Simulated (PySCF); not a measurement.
# TlGe⁺ at UHF-SCS-MP2

Level: UHF-SCS-MP2. basis Tl def2-SVP with ECP60, Ge def2-SVP; scalar-relativistic core potentials; PySCF 2.14.

| Item | Value |
| --- | --- |
| state | ³Π (triplet), unpaired electrons σ ↑, π ↑ |
| bond length | 3.372 Å |
| harmonic wavenumber | 68.6 cm⁻¹ |
| force constant | 0.151 mdyn/Å |
| rotational constant Be | 0.02730 cm⁻¹ |
| anharmonicity ωexe | 0.310 cm⁻¹ |
| vibration–rotation constant αe | 0.000161 cm⁻¹ |

Correlated steps freeze 13 core orbitals. These are scalar-relativistic numbers at best; spin–orbit coupling would shift them, the dissociation energy most. The state was picked by a PBE0 search and need not be the measured ground state.
